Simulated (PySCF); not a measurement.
Species: `[SiH3]C#CC#CC(C)C`. The columns A, B, C and D hold Mulliken, IAO, Hirshfeld and ESP-fitted charges (e) of one PBE0/pcSseg-1 density (PySCF), in a shuffled order. Coordinates in Å (GFN2-xTB); the density's dipole moment is (-1.71, -0.02, 0.06) D.

| atom | x | y | z | A | B | C | D |
| --- | --- | --- | --- | --- | --- | --- | --- |
| C1 | -2.627 | -1.265 | -0.372 | -0.110 | -0.409 | -0.212 | -0.566 |
| C2 | -2.051 | 0.009 | 0.255 | -0.002 | -0.109 | -0.402 | +0.604 |
| C3 | -2.650 | 1.260 | -0.394 | -0.110 | -0.409 | -0.211 | -0.571 |
| C4 | -0.609 | 0.017 | 0.113 | +0.001 | +0.005 | -0.034 | -0.353 |
| C5 | 0.590 | 0.017 | -0.036 | -0.057 | -0.080 | +0.030 | +0.111 |
| C6 | 1.938 | 0.015 | -0.193 | -0.033 | -0.010 | +0.203 | -0.068 |
| C7 | 3.143 | 0.008 | -0.339 | -0.147 | -0.335 | -0.515 | -0.222 |
| Si8 | 4.970 | -0.007 | -0.557 | +0.338 | +0.639 | +0.508 | +0.431 |
| H9 | -3.708 | -1.288 | -0.246 | +0.045 | +0.142 | +0.116 | +0.132 |
| H10 | -2.399 | -1.298 | -1.435 | +0.044 | +0.146 | +0.119 | +0.162 |
| H11 | -2.203 | -2.149 | 0.099 | +0.045 | +0.150 | +0.129 | +0.145 |
| H12 | -2.288 | 0.017 | 1.328 | +0.055 | +0.161 | +0.151 | -0.009 |
| H13 | -2.441 | 1.269 | -1.461 | +0.044 | +0.146 | +0.119 | +0.163 |
| H14 | -3.728 | 1.274 | -0.250 | +0.045 | +0.142 | +0.116 | +0.133 |
| H15 | -2.228 | 2.161 | 0.047 | +0.045 | +0.150 | +0.129 | +0.147 |
| H16 | 5.481 | -1.292 | -0.070 | -0.067 | -0.110 | -0.082 | -0.081 |
| H17 | 5.267 | 0.158 | -1.983 | -0.067 | -0.110 | -0.082 | -0.080 |
| H18 | 5.535 | 1.101 | 0.218 | -0.067 | -0.110 | -0.082 | -0.081 |

**Question.** Which column most likely holds the ESP-fitted charges?

**Answer.** D. Σ q r misses the density's dipole by 0.01 D (D), 0.40 D (A), 0.71 D (C), 0.97 D (B). Charges fitted to the outside potential are the only set here that is tied to the molecule's multipoles.

**Question.** And the Hirshfeld charges?

**Answer.** A. The mean sizes are 0.074 e (A), 0.180 e (C), 0.187 e (B), 0.225 e (D), and Hirshfeld charges are commonly the smallest of these schemes.

As computed, A = Hirshfeld, B = IAO, C = Mulliken, D = ESP-fitted. Hydrogens on carbon: Hirshfeld +0.04 to +0.05, IAO +0.14 to +0.16, Mulliken +0.12 to +0.15, ESP-fitted -0.01 to +0.16 e.

The Hirshfeld scheme divides the density at each point in proportion to the densities of the neutral, spherically averaged free atoms. The ESP scheme fits charges at the nuclei, held to the total charge, to the electrostatic potential on points at 1.4 to 2.0 times the van der Waals radii.

Isolated species at its GFN2-xTB geometry, gas phase.
